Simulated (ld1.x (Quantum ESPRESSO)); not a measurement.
# Configuration tests for strontium (TM)

ld1.x (Quantum ESPRESSO) 7.5 input, shortened:

```
&input
   title='Sr', zed=38., rel=2, dft='PBESOL', iswitch=3,
   config='[Kr] 4d1 5s1 5p0', rel_dist='average'
 /
 &inputp
   pseudotype=2, tm=.true., lloc=2,
   nlcc=.false.
 /
3
4S  1  0   2.00   0.00  1.20  1.20  0.0
4P  2  1   6.00   0.00  2.40  2.40  0.0
4D  3  2   1.00   0.00  2.70  2.70  0.0
 &test
   configts(1)='4s2 4p6 4d1 5s1 5p0'
 /
```

Open shells are filled in proportion to 2j + 1 (rel_dist='average').

Occupied shells without a wave of their own: 5s. They enter only through the test configuration that unscreens the potential.

Energies are relative to the spin-unpolarised reference configuration 4s2 4p6 4d1 5s1 5p0; without spin polarisation the order of configurations can differ from experiment. The d channel is local and has no spin–orbit splitting in the pseudo-atom.

```csv
valence configuration,charge,ΔE all-electron (eV),error AE − PS (meV)
4s2 4p6 4d0 5s1 5p0,+1,3.563,+1.2
4s2 4p6 4d0 5s0 5p0,+2,14.457,+73
4s2 4p6 4d0.5 5s1.5 5p0,0,-1.183,-19
4s2 4p6 4d0 5s1.5 5p0,+0.5,0.013,-23
4s2 4p6 4d0 5s0 5p1,+1,6.485,+62
```

(1) What are ΔE and the potential's error for 4s2 4p6 4d0 5s2 5p0?

(2) What are ΔE and the potential's error for 4s2 4p6 4d1 5s0 5p0?

Levels in the configuration 4s2 4p6 4d0 5s0 5p0:

| level | all-electron (eV) | pseudo (eV) |
| --- | --- | --- |
| 4s j=1/2 | -54.688 | -54.625 |
| 4p j=1/2 | -37.304 | -37.250 |
| 4p j=3/2 | -36.114 | -36.061 |

Answers

(1) ΔE = -2.332 eV all-electron; the error (AE − PS) is -40 meV.

(2) ΔE = 5.298 eV all-electron; the error (AE − PS) is +48 meV.

ld1.x printed “convergence not achieved” for 7 of the counted tests; their residual had stalled under 1e-8, short of the target of 1e-14.
